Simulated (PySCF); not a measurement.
# Simulated absorption spectrum

Species: C5H5NS2.
Z-matrix (Å and degrees, GFN2-xTB geometry), rows numbered from 1:
```
C 
N   1  1.2645
C   2  1.3376  1  124.74
C   3  1.3702  2  125.20  1  -179.82
C   4  1.4016  3  114.32  2   179.95
C   5  1.3670  4  112.62  3    -0.04
S   6  1.7511  5  125.51  4  -179.77
S   6  1.7277  5  112.90  4     0.04
H   1  1.0929  2  123.81  3     0.03
H   1  1.0778  2  118.08  3  -179.99
H   4  1.0745  3  121.63  2     0.11
H   5  1.0746  4  124.44  3   179.85
H   7  1.3319  6   95.78  5  -178.39
```

Computed with TDDFT PBE0/def2-SVPD, vertical, gas phase, core orbitals frozen in the response (PySCF 2.14.0, density-fitted response routines).

Computed states:

```
state  E (eV)       f
   S1    3.81   0.355
   S2    4.17  0.0008
   S3    4.27  0.0005
   S4    4.84   0.035
   S5    5.35  0.0059
   S6    5.61  0.0010
```

Broadening: Gaussians 0.25 eV wide at half height, area fixed by f = 4.319×10⁻⁹ ∫ε dν̃. The width is an assumption, not a result. The curve ends short of the highest state used, and states not computed would add to its high-energy end.

Task: Give the broadened spectrum and its maxima.

Result: 
| λ (nm) | ε (L mol⁻¹ cm⁻¹) |
| --- | --- |
| 247.6 | 1131 |
| 251.5 | 2695 |
| 255.4 | 3765 |
| 259.3 | 3221 |
| 263.2 | 1761 |
| 267.1 | 640 |
| 271.0 | 161 |
| 274.9 | 33 |
| 278.8 | 19 |
| 282.7 | 38 |
| 286.6 | 71 |
| 290.5 | 107 |
| 294.4 | 153 |
| 298.3 | 317 |
| 302.2 | 1012 |
| 306.1 | 3202 |
| 310.0 | 8234 |
| 313.9 | 16735 |
| 317.8 | 27119 |
| 321.7 | 35542 |
| 325.5 | 38240 |
| 329.4 | 34363 |
| 333.3 | 26009 |
| 337.2 | 16780 |
| 341.1 | 9331 |
| 345.0 | 4518 |
| 348.9 | 1924 |
| 352.8 | 727 |
| 356.7 | 246 |
| 360.6 | 75 |

Maxima: 325 nm (3.81 eV), ε about 38000, made up of S1 (100%); 256 nm (4.84 eV), ε about 3800, made up of S4 (100%) (ε in L mol⁻¹ cm⁻¹; maxima over ε = 5, shares over 10%).

Task: What would ε be at 3.81 eV, the highest of these maxima, with half the width (0.125 eV)?

Result: About 76400 L mol⁻¹ cm⁻¹ against 38300, a factor of about 2.00; a lone state at its own centre would give exactly 2.

Task: On this curve, what absorbance would a 10⁻³ mol/L sample give at 280 nm over a 1 cm path?

Result: 280 nm is 4.428 eV, where ε is about 22 L mol⁻¹ cm⁻¹, so A = ε c l ≈ 0.022 (Beer–Lambert, with the gas-phase spectrum and the assumed width).

One conformer stands for the species.
